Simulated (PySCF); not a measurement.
Isomers of C4H4ClFO, one GFN2-xTB conformer each. Single-point energies are computed at PBE0/pcSseg-1 (PySCF, gas phase, no added dispersion term), electronic only.

Task: Rank them by PBE0/pcSseg-1 energy, lowest first (kJ/mol).
A. `[CH3:1]/[CH:2]=[C:3](\[F:4])[C:5](=[O:6])[Cl:7]` with C2–C3–C5–O6 0°
B. `[CH3:1]/[C:2](=[CH:3]\[F:4])[C:5](=[O:6])[Cl:7]` with C1–C2–C5–O6 180°
C. `[F:1][C@H:2]1[O:3][CH2:4][CH:5]=[C:6]1[Cl:7]` with F1–C2–O3–C4 99°, C2–O3–C4–C5 16°, O3–C4–C5–C6 -8°, F1–C2–C6–C5 -105°
D. `[CH3:1]/[CH:2]=[C:3](\[Cl:4])[C:5](=[O:6])[F:7]` with C2–C3–C5–O6 -177°

Result: D (0.0), B (25.3), A (30.5), C (66.2).

As drawn, the lowest has a C=O bond, which the highest lacks. Neighbours under 10 kJ/mol apart (C/C(=C\F)C(=O)Cl and C/C=C(\F)C(=O)Cl) can change places with a better method, another conformer or zero-point energy. GFN2-xTB itself gives, in the same order: 9.4, 17.2, 27.4, 0.0. GFN2-xTB puts F[C@H]1OCC=C1Cl lowest instead; measured from each level's own lowest isomer, the values differ by up to 66.2 kJ/mol (F[C@H]1OCC=C1Cl: 0.0 against 66.2).

Task: Which frontier levels, dipoles and rotational constants go with these structures?

Result: 
```tsv
SMILES	HOMO (eV, PBE0/pcSseg-1)	LUMO (eV)	dipole (D)	A, B, C (MHz)
C/C=C(\Cl)C(=O)F	-8.07	-2.10	4.31	2907, 1824, 1129
C/C(=C\F)C(=O)Cl	-8.23	-2.12	2.27	4386, 1322, 1022
C/C=C(\F)C(=O)Cl	-8.17	-2.28	3.44	4489, 1367, 1055
F[C@H]1OCC=C1Cl	-7.75	-0.63	2.76	3781, 1792, 1336
```
